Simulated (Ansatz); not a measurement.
Two structures, one formula

The two ends of one reaction step of SiH5OF3, singlet (PBE0-D4/def2-TZVP).

A:

```xyz
10
angstrom
Si -1.0348 0.5799 -0.5528
H -1.0800 -0.4386 0.5228
F -0.0528 1.7736 -0.1724
F -2.4882 1.2384 -0.4694
H -0.8892 0.1355 -1.9428
H 1.4850 -0.8500 0.2304
O 1.1975 -0.6185 -0.6624
H 0.0664 -0.7712 1.9325
F 0.9356 -1.0377 2.1165
H 1.8605 -0.0113 -1.0023
```

B:

```
10
angstrom
Si -0.3259 0.7641 -1.0350
H -1.7061 -1.0196 1.6030
F 0.0797 1.6530 -2.2757
F -1.4316 1.5757 -0.2539
H -0.8220 -0.5422 -1.4577
H 1.3558 -0.9997 0.6237
O 0.9786 0.5291 -0.0817
H -1.0580 -1.3921 1.6042
F 1.4712 -1.8490 0.9985
H 1.4583 1.2807 0.2747
```

Computed with Ansatz 0.2.0 (basis: def2-TZVPP); correlated methods freeze the cores. B3LYP uses VWN-RPA correlation.

Problem. Which structure is lower at CCSD(T), and by how much? (Judge from chemistry; the value comes from the calculation.)

Solution. Computed: B, by 0.999 eV (electronic energy, against the other). By their contacts, A is a complex of SiH₂F₂ ([F][SiH2][F]) + H₂O + HF and B is a complex of SiH₂OF₂ ([OH][SiH]([F])[F]) + HF + H₂.

All methods give the same order:

| method | E(B) − E(A) (eV) |
| --- | --- |
| SPW92 | -0.826 |
| PBE-D4 | -0.897 |
| BLYP-D4 | -0.990 |
| r2SCAN-D4 | -1.004 |
| B97M-V | -0.964 |
| PBE0-D4 | -0.928 |
| B3LYP-D4 | -1.002 |
| r2SCAN0-D4 | -1.007 |
| BHLYP-D4 | -1.025 |
| CAM-B3LYP-D4 | -1.004 |
| wB97X-V | -0.966 |
| wB97M-V | -0.954 |
| B2PLYP | -1.020 |
| PBE-QIDH | -0.987 |
| RPA on PBE | -0.976 |
| HF | -1.103 |
| MP2 | -1.049 |
| CCSD | -1.002 |
| CCSD(T) | -0.999 |

The T1 diagnostic stays at or below 0.011.

Labels in which every atom is bracketed show which atoms are joined, not bond orders.

For scale, one of the runs: CCSD(T)/def2-TZVPP, 236 basis functions, launched by `ansatz run in.yaml --threads 8 --pin off --events-out ev --progress --plain --max-ram 19148MiB`. Time: 22 s of wall clock on 8 CPU threads of an Intel Xeon 6975P-C; the host was shared. Peak host memory: 5.3 GiB.
